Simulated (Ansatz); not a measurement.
C7H10F3InO2 (`CC1=CC(C(F)(F)F)=[O+][In-]([CH3])([CH3])[O]1`). The species carries charge 0 and has multiplicity 1. In takes the def2 core potential. The geometry is a stationary point of PBE0-D4/def2-TZVP.

```xyz
23

C    -2.122    2.285   -0.331
C    -1.149    1.153   -0.194
C    -1.585   -0.150   -0.513
C    -0.805   -1.291   -0.436
C    -1.446   -2.634   -0.824
F    -2.723   -2.522   -1.200
F    -0.775   -3.186   -1.836
F    -1.402   -3.478    0.208
O     0.395   -1.420   -0.086
In    1.742    0.179    0.564
C     1.768   -0.024    2.687
C     2.967    0.530   -1.146
O     0.002    1.464    0.204
H    -1.704    3.031   -1.011
H    -2.240    2.768    0.642
H    -3.095    1.962   -0.696
H    -2.605   -0.266   -0.845
H     2.780   -0.114    3.079
H     1.200   -0.914    2.961
H     1.291    0.849    3.135
H     2.714   -0.202   -1.914
H     4.029    0.450   -0.915
H     2.763    1.530   -1.532
```

**Question.** What is the dipole moment at B3LYP/def2-TZVPP? (Best estimate.)

**Answer.** Ansatz gave: 2.96 D, with components (-0.08, 2.93, 0.40) D in this frame, pointing from negative to positive charge.

**Question.** And with PBE, r2SCAN, ωB97M-V? (An estimate is asked.)

**Answer.** Computed: PBE 2.78 D, r2SCAN 2.91 D, ωB97M-V 2.97 D.

**Question.** Give the Mulliken charges with B3LYP, ωB97M-V, r2SCAN in def2-TZVPP. (Best estimate.)

**Answer.** Ansatz gave: 
```tsv
atom	B3LYP	ωB97M-V	r2SCAN
C1	-0.25	-0.29	-0.15
C2	0.29	0.32	0.35
C3	-0.24	-0.24	-0.26
C4	0.16	0.20	0.24
C5	0.51	0.48	0.49
F6	-0.18	-0.17	-0.17
F7	-0.17	-0.16	-0.17
F8	-0.17	-0.16	-0.17
O9	-0.44	-0.45	-0.46
In10	1.01	0.89	0.90
C11	-0.58	-0.61	-0.46
C12	-0.58	-0.61	-0.46
O13	-0.45	-0.47	-0.48
H14	0.11	0.12	0.07
H15	0.11	0.12	0.07
H16	0.09	0.10	0.05
H17	0.12	0.10	0.09
H18	0.11	0.13	0.08
H19	0.12	0.14	0.09
H20	0.11	0.13	0.08
H21	0.12	0.14	0.09
H22	0.11	0.13	0.08
H23	0.11	0.13	0.08
```

B3LYP here is the variant with VWN-RPA as its local correlation; programs differ in this.
